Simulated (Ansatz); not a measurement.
Basis-set extrapolation for CH5BS2 (PBE0-D4/def2-TZVP geometry, frozen core, Ansatz 0.2.0). Multiplicity 1, RHF reference.

```
                      def2-TZVPP   def2-QZVPP
                 HF  -860.577765  -860.603212
    MP2 correlation    -0.648760    -0.698492
CCSD(T) correlation    -0.730847      not run
```

Energies in hartree. Use E(X) = E(∞) + A·exp(−7.88·√X) for Hartree–Fock and E(X) = E(∞) + B·X^(−2.97) for correlation, with X = 3 and 4, and add CCSD(T) minus MP2 of the smaller set to the MP2 limit.

Problem. What is the CCSD(T) energy at the basis-set limit?

Solution. HF limit: -860.603212 + (-0.025447) × 0.13774 = -860.60672. MP2 limit: -0.698492 + (-0.049732) × 0.74074 = -0.73533. Higher-order term: -0.730847 − (-0.648760) = -0.08209. Total: -861.42414 hartree, 303.3 kJ/mol below CCSD(T)/def2-TZVPP.
